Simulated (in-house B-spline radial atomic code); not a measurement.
Values are calculated unless marked as measured or tabulated.
# C6 from the polarisability at imaginary frequency: Mg²⁺

LDA exchange-only linear response of the closed shell [He] 2s2 2p6, from a B-spline radial code for spherical atoms; non-relativistic, point nucleus, no spin-orbit coupling.

The dispersion coefficient of two like species is C6 = (3/π) ∫ α(iu)² du from 0 to ∞.

| u (hartree) | α(iu) (bohr³) |
| --- | --- |
| 0 | 0.5231 |
| 0.156 | 0.5214 |
| 0.364 | 0.514 |
| 0.624 | 0.4974 |
| 1.04 | 0.4593 |
| 1.56 | 0.4031 |
| 2.34 | 0.3227 |
| 3.64 | 0.2227 |
| 5.2 | 0.1495 |
| 7.79 | 0.08661 |
| 13 | 0.03873 |
| 26 | 0.01147 |

Q: Fit one oscillator, α(iu) = α(0)/(1 + u²/ω²), through u = 3.64 and estimate C6.

A: From α(0)/α(iu) − 1 = 0.5231/0.2227 − 1 = 1.3489, ω = u/√1.3489 = 3.1341 hartree (85.3 eV). London's formula gives C6 = (3/4) α(0)² ω = 0.75 × 0.5231² × 3.1341 = 0.6432 hartree·bohr⁶, and the oscillator holds f = α(0) ω² = 5.14 electrons, of a sum of oscillator strengths of 10.0.

Q: How does that compare with the full integral?

A: The program's quadrature over all excitations gives C6 = 0.6389, so the single oscillator is off by +0.7 %. At the last point the fit gives α = 0.00749 against 0.0115: higher excitations, and deeper shells where there are any, keep the true curve higher at large u.
